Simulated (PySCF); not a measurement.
Te(OH)(SMe), SMILES CS[Te]O (CH4OSTe), singlet (CAM-B3LYP/def2-SVP optimised geometry):

```
8

Te    -0.969    -1.125     0.000
O     -1.401     0.823     0.000
H     -1.415     1.125    -0.918
S      1.415    -1.125     0.000
C      1.873    -1.034    -1.762
H      1.407    -1.841    -2.341
H      2.966    -1.148    -1.801
H      1.605    -0.060    -2.192
```

Computed with CAM-B3LYP/def2-TZVP, def2 effective core potentials past Kr (PySCF).

Question: What are the frontier orbital energies and the dipole moment?

Answer: HOMO-2 -9.51 eV, HOMO-1 -8.61 eV, HOMO -7.66 eV, LUMO -0.55 eV, LUMO+1 -0.29 eV; dipole moment 2.99 D.

On the same geometry PBE/def2-TZVP, def2 effective core potentials past Kr in PySCF gives HOMO-2 -6.94 eV, HOMO-1 -6.11 eV, HOMO -5.29 eV, LUMO -2.38 eV, LUMO+1 -2.09 eV; dipole moment 2.83 D.
